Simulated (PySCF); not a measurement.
Copper: a sound run and one with changed settings

Sound run: Cu [Ar] 3d10 4s1, Cu⁺ [Ar] 3d10. All numbers are calculated (PySCF 2.14, no relativity, point nucleus, in pcseg-2). In the sound run the correlated levels freeze [Ar]. The sound run starts from symmetry-adapted Hartree-Fock orbitals and uses a fine grid where one is needed.

Changed run: all electrons correlated in a basis built for the valence shell.

```json
{"species": "Cu", "method": "MP2", "sound run (hartree)": "-1639.37132", "changed run (hartree)": "-1639.67154", "converged": "yes"}
{"species": "Cu⁺", "method": "MP2", "sound run (hartree)": "-1639.10295", "changed run (hartree)": "-1639.40025", "converged": "yes"}
```

Ionisation energy of Cu:

```tsv
method	sound run (eV)	changed run (eV)
UHF	6.410	6.410
MP2	7.303	7.382
SCS-MP2	7.159	7.212
```

A valence basis has no tight correlating functions, so it recovers only part of the core correlation, and not evenly between atom and ion.

For comparison, NIST gives 7.726 eV between the lowest levels.
